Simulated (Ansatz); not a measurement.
C4H5, charge -1, singlet, geometry from GFN2-xTB (a gas-phase anion, which may not be bound at this level), with bond 8-3 at 1.8 times its length; Ansatz (a program for electronic structure) with SC-NEVPT2/6-31G, CASSCF(6,6).

The Ansatz input:
Ansatz 0.2 input:
```yaml
crystal:
  periodic: [false, false, false]
  atoms:
    - {symbol: C, position_ang: [-0.00477750, -0.00846867, 0.42733059]}
    - {symbol: C, position_ang: [-0.00174017, -0.76951404, -0.83385328]}
    - {symbol: C, position_ang: [0.02025666, 0.75423460, -0.88448337]}
    - {symbol: C, position_ang: [-0.02048610, -0.11308971, 1.73328716]}
    - {symbol: H, position_ang: [-0.90781767, -1.26894023, -1.19210447]}
    - {symbol: H, position_ang: [0.89751813, -1.29434815, -1.17242457]}
    - {symbol: H, position_ang: [0.93628317, 1.22602460, -1.25140807]}
    - {symbol: H, position_ang: [-1.58925553, 1.64931407, -1.58046709]}
    - {symbol: H, position_ang: [-0.01158415, 0.90678977, 2.23339151]}
basis:
  gaussian:
    orbitals: 6-31G
total_charge: -1
magnetization: {spin_polarized: false}
correlation: {method: sc_nevpt2, electrons: all, active_space: {window: {electrons: 6, orbitals: 6}}}
```

Task: Predict the main parts of the log of this Ansatz run.

Result: 
```
Functional definition: HF
668 factors; integrals over basis functions are off by at most 2.7e-4 eV
mean field evaluation 1: about -4187.1513 eV, gradient 3.0e1 eV
mean field evaluation 2: about -4187.1549 eV, gradient 3.0e1 eV
mean field evaluation 4: about -4190.4277 eV, gradient 4.0e0 eV
mean field evaluation 8: about -4190.5697 eV, gradient 1.0e-1 eV
mean field -4190.56948206 eV, -154.0005879957 hartree, gradient 2.2e-6 eV, S^2 0.000000; 0 other end points of the search recorded, 0 dependent functions left out; unrestricted orbitals would lower it
reference -4190.56948206 eV, -154.0005879957 hartree; 15, 15 occupied and 31, 31 virtual orbitals, 668 factors
state -4193.04201724 eV, -154.0914519875 hartree
state -4193.04201724 eV, -154.0914519875 hartree; corrected -4200.98536061 eV, -154.3833644721 hartree
state -4193.01613432 eV, -154.0905008078 hartree
state -4193.01613432 eV, -154.0905008078 hartree; corrected -4201.15232857 eV, -154.3895004318 hartree
state -4193.01613432 eV, -154.0905008078 hartree; corrected -4201.15232857 eV, -154.3895004318 hartree
WARN: the results are in doubt because another end's mean lies 0.026 eV lower, and its corrected mean 0.167 eV higher
Total energy: -4201.15232857 eV, -154.3895004318 hartree
In doubt: another end's mean lies 0.026 eV lower, and its corrected mean 0.167 eV higher
```
